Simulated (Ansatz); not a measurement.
ClGeH4In (`[Cl][InH][GeH3]`). Charge 0, multiplicity 1. In: def2 effective core potential.

```xyz
7

Cl    2.091    2.205   -0.142
In   -0.105    1.377   -0.307
Ge   -0.192   -1.159    0.215
H    -1.214    2.612   -0.740
H     0.702   -1.914   -0.781
H     0.338   -1.404    1.636
H    -1.621   -1.717    0.118
```

What are the harmonic wavenumbers in cm⁻¹ at PBE0-D4/def2-TZVP (Ansatz, finite differences of forces, unscaled)? (An estimate is asked.)

The calculation gave: 28, 65, 215, 316, 343, 424, 445, 505, 774, 878, 881, 1837, 2143, 2156, 2158.

Is this a minimum?

Yes, all 15 modes are real.

Give the ideal-gas thermochemistry at 298.15 K and 1 bar (rigid rotor, harmonic oscillator; point group Cs, symmetry number 1).

Zero-point energy 78.8 kJ/mol; H(298) − E = 99.1 kJ/mol; entropy 370.2 J/(mol·K), of which translation 176.5, rotation 119.9, vibration 73.8; G(298) − E = -11.3 kJ/mol. Modes under 100 cm⁻¹ are hindered rotations or soft bends, so the harmonic entropy is rough.
